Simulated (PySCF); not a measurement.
C9H9N.
SMILES with atom numbers: `[CH2:1]=[C:2]=[CH:3][CH2:4][c:5]1[cH:6][cH:7][n:8][cH:9][cH:10]1`

Cartesian coordinates in Å at the PBE0-D3(BJ)/def2-SVP level; atoms count from 1:
```xyz
19
C9H9N angstrom
C      4.0987   -0.8161    0.5177
C      2.9664   -0.5596   -0.0844
C      1.8333   -0.2975   -0.6883
C      0.9885    0.9214   -0.4340
C     -0.3890    0.6011    0.0935
C     -1.5191    1.2937   -0.3477
C     -2.7649    0.9816    0.1950
N     -2.9523    0.0467    1.1222
C     -1.8772   -0.6167    1.5413
C     -0.5887   -0.3835    1.0650
H      5.0529   -0.4696    0.1063
H      4.1294   -1.3881    1.4514
H      1.4568   -1.0183   -1.4262
H      0.8860    1.5006   -1.3666
H      1.5055    1.5771    0.2861
H     -1.4327    2.0717   -1.1110
H     -3.6587    1.5184   -0.1449
H     -2.0460   -1.3861    2.3041
H      0.2546   -0.9671    1.4422
```

NICS is the negative of the GIAO shielding at a point without a nucleus: at the ring centre (0) and 1 Å above and below it (1); zz is the component along the ring normal. Level: GIAO KT2/pcSseg-1 (PySCF, non-relativistic, gas phase) on the PBE0-D3(BJ)/def2-SVP geometry, one conformer.

Ring bond lengths (Å): C5–C6 1.397, C6–C7 1.394, C7–N8 1.330, N8–C9 1.331, C9–C10 1.393, C10–C5 1.398.

Question: Give the NICS values of each ring in ppm.

Answer: 
```tsv
ring	type	NICS(0)	NICS(1), two faces	NICS(1)zz, two faces	rms pucker (Å)	centre to ring atoms, mean (Å)
C5–C6–C7–N8–C9–C10	6-membered ring with N; formal bonds all aromatic	-7.3	-11.0 / -10.7	-27.0 / -26.8	0.00	1.37
```

Question: What do they say, and how far can they be read as aromaticity?

Answer: 
- C5–C6–C7–N8–C9–C10: mean NICS(1)zz -26.9 ppm, shielded, aromatic by this magnetic criterion (flat ring, no four-coordinate atom).

Question: How equal are the bonds by HOMA? HOMA = 1 − mean of α(R − Ropt)² over the ring bonds, with Krygowski's 1993 parameters (CC: Ropt 1.388 Å, α 257.7 Å⁻²; CN: Ropt 1.334 Å, α 93.52 Å⁻²).

Answer: 
- C5–C6–C7–N8–C9–C10: HOMA 0.99; the largest term is that of C10–C5, α(R − Ropt)² = 0.02. The geometric and the magnetic index point the same way.

Question: What is the mean of the two in-plane components of NICS at the second NICS(1) probe listed for ring C5–C6–C7–N8–C9–C10, 1 Å off the ring?

Answer: The isotropic value is a third of the trace: (3 × -10.7 − (-26.8))/2 = -2.6 ppm.

Question: Give the inner angles of the rings.

Answer: 
- C5–C6–C7–N8–C9–C10: C5 117.0°, C6 119.3°, C7 123.7°, N8 117.1°, C9 123.8°, C10 119.2°; sum 720.0° against 720° for a flat convex ring.

Question: How do the values depend on the level or the medium?

Answer: 
```tsv
level	NICS(0), C5–C6–C7–N8–C9–C10	mean NICS(1)zz, C5–C6–C7–N8–C9–C10
KT2/pcSseg-1, gas	-7.3	-26.9
PBE0/pcSseg-1, gas	-7.4	-28.0
```

The geometry is the same throughout.
